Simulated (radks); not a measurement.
The numbers below are computed, except where a source is named.
Bi IV, configuration [Kr] 4d10 4f14 5s2 5p5 5d10 6s2 6p1 (not the ground configuration).

Code: a radial shooting solver on a logarithmic mesh with Libxc functionals. Model: Dirac Kohn-Sham, PBEsol, spin-unpolarised, spherical densities, point nucleus; open shells fill j = l - 1/2 first.

Energy parts (eV):
part                       energy
total                  -586968.64
kinetic                 686646.20
electron-nucleus      -1485812.23
Hartree                 222851.12
exchange-correlation    -10653.73

Orbitals (lengths in bohr, moments of r in powers of bohr; r(max) is where P^2 peaks; r(90%) holds 90 % of the orbital's charge):
orbital	occ.	eigenvalue (eV)	r(90%)	<r>	<1/r>	r(max)	small-component weight
1s1/2	2	-90529.95	0.0290	0.01579	103.4	0.009653	1.01e-01
2s1/2	2	-16281.74	0.103	0.06577	25.61	0.05641	2.33e-02
2p1/2	2	-15643.82	0.0902	0.05389	25.54	0.04119	2.33e-02
2p3/2	4	-13324.77	0.102	0.06294	20.24	0.04902	2.05e-02
3s1/2	2	-3957.529	0.252	0.1710	9.382	0.1588	7.84e-03
3p1/2	2	-3669.603	0.244	0.1616	9.288	0.1478	7.79e-03
3p3/2	4	-3150.390	0.266	0.1780	7.901	0.1636	6.94e-03
3d3/2	4	-2679.132	0.240	0.1545	7.803	0.1269	6.83e-03
3d5/2	6	-2569.051	0.247	0.1595	7.496	0.1312	6.61e-03
4s1/2	2	-936.3307	0.541	0.3769	3.990	0.3563	2.72e-03
4p1/2	2	-811.2327	0.548	0.3778	3.879	0.3537	2.62e-03
4p3/2	4	-683.1473	0.598	0.4125	3.398	0.3856	2.29e-03
4d3/2	4	-479.8502	0.619	0.4160	3.205	0.3763	2.09e-03
4d5/2	6	-455.9406	0.635	0.4271	3.097	0.3860	2.01e-03
4f5/2	6	-191.9809	0.692	0.4374	2.769	0.3396	1.65e-03
4f7/2	8	-186.4783	0.701	0.4435	2.728	0.3441	1.62e-03
5s1/2	2	-192.8287	1.18	0.8275	1.680	0.7698	7.56e-04
5p1/2	2	-149.1461	1.26	0.8789	1.561	0.8044	6.70e-04
5p3/2	3	-123.9102	1.39	0.9654	1.386	0.8794	5.68e-04
5d3/2	4	-62.2466	1.74	1.169	1.125	1.004	3.89e-04
5d5/2	6	-59.0007	1.79	1.205	1.086	1.033	3.67e-04
5f5/2	0	-11.9928	5.00	3.141	0.4067	2.518	5.17e-05
5f7/2	0	-11.9219	5.04	3.176	0.4011	2.555	5.02e-05
6s1/2	2	-42.6574	2.79	1.958	0.6621	1.775	1.51e-04
6p1/2	1	-32.0213	3.21	2.236	0.5736	2.000	1.16e-04
6p3/2	0	-28.5122	3.51	2.450	0.5182	2.199	9.78e-05
7s1/2	0	-16.2396	5.81	4.155	0.3095	3.972	4.28e-05

The highest occupied level is 6p1/2 at -32.021 eV. The density falls to 0.001 e/bohr^3 at r = 3.63 bohr.
